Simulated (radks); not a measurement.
Results of a calculation; reference values are marked as such.
Ionisation of neutral scandium, [Ar] 3d1 4s2, to Sc+, [Ar] 3d1 4s1, under several functionals. Scalar-relativistic Kohn-Sham, spin-polarised, spherical densities, finite nucleus; open shells are filled with parallel spins first; a radial shooting solver on a logarithmic mesh with Libxc functionals.

functional                               E(Sc) (hartree)  Exc (hartree)  IE (eV)  -e(HOMO) (eV)  <r> HOMO (bohr)  IE error (eV)
B86b exchange with PBE correlation            -764.28588      -39.11289    6.464          3.530            1.839         -0.098
r2SCAN                                        -764.24337      -39.05848    6.185          3.418            1.838         -0.376
exchange-only r2SCAN                          -763.40551      -38.20021    5.292          2.524            1.867         -1.270
HCTH/407                                      -764.46868      -39.34550    7.030          3.871            1.784         +0.469
exchange-only B88                             -763.42928      -38.23084    5.607          2.783            1.879         -0.954
exchange-only LDA                             -760.65297      -35.38805    5.428          2.672            1.885         -1.134
SOGGA                                         -763.00497      -37.80071    6.291          3.451            1.841         -0.271
AM05                                          -762.47260      -37.25504    6.350          3.538            1.831         -0.211
SCAN                                          -764.34869      -39.17046    6.202          3.380            1.843         -0.360
LDA (Slater exchange, VWN5 correlation)       -762.33177      -37.11045    6.642          3.698            1.829         +0.080

NIST Atomic Spectra Database: 6.561 eV (measured). Closest: LDA (Slater exchange, VWN5 correlation). The Delta-SCF values span 1.74 eV, the total energies 3.82 hartree. The highest occupied level is 3d. Open shells are spherical and high-spin; term and fine-structure splittings are not resolved.
